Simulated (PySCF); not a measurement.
Electron correlation in Zn²⁺ (zinc, charge +2)

[Ar] 3d9 4p1, one real determinant (an excited configuration). All numbers are calculated (PySCF 2.14, scalar relativity by spin-free X2C-1e, in x2c-TZVPPall (6s5p4d2f1g, 64 functions)). Frozen: [Ar]; 10 electrons correlated.

```csv
level,correlation energy (mhartree)
CCSD,-314.05
(T),-5.77
CCSD(T),-319.82
```

Diagnostics: T1 = 0.0072, D1 = 0.0222, largest double amplitude 0.042.

Task: Is a single reference adequate?

Result: Yes: T1 lies below 0.03 and no double amplitude reaches 0.07.

The reference is one real determinant that mixes LS terms of this configuration.
